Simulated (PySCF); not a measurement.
# Working out the excitation energy of Zr

Zr [Kr] 4d2 5s2 (3F) → Zr [Kr] 4d1 5s2 5p1 (high-spin determinant). All numbers are calculated (PySCF 2.14, scalar relativity through the core potential, in def2-TZVPPD with the def2 core potential (28 electrons)). Frozen: 4s2 4p6. Energies in hartree (1 hartree = 27.21139 eV):

```csv
part,Zr (lower),Zr (upper)
UHF,-46.444549,-46.337306
CCSD correlation,-0.057077,-0.073398
(T),-0.002943,-0.011398
```

Q: What does Hartree-Fock give?

A: (-46.337306) − (-46.444549) = 0.107243 hartree = 2.918 eV.

Q: What do CCSD and CCSD(T) give?

A: The CCSD correlation energies differ by -0.016321 hartree = -0.444 eV and the triples by -0.008455 hartree = -0.230 eV, so CCSD gives 2.474 eV and CCSD(T) 2.244 eV.

One determinant mixes LS terms, so it does not stand for a single term.

The coupled-cluster amplitudes are large, so a single reference is strained.
